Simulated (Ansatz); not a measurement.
Ansatz results at the PBE0-D4/def2-TZVP geometry: HOMO–LUMO gap (B3LYP/def2-TZVPP) 7.13 eV; LUMO energy (PBE/def2-TZVPP) -0.89 eV; HOMO–LUMO gap (PBE/def2-TZVPP) 5.43 eV.

Each molecule was computed in one conformer, which needn't be the lowest.

Task: Which molecule gave them?
A. `OCO[SiH2]S`
B. `O[SiH2]OCS`
C. `CN1C[Si]1(F)S`
D. `O[SiH](O)[AlH2]`

Result: B. The others give `OCO[SiH2]S`: 7.40, -0.55, 5.81; `CN1C[Si]1(F)S`: 6.56, -0.69, 4.80; `O[SiH](O)[AlH2]`: 4.56, -2.89, 3.02.

B3LYP here is the variant with VWN-RPA as its local correlation; programs differ in this.
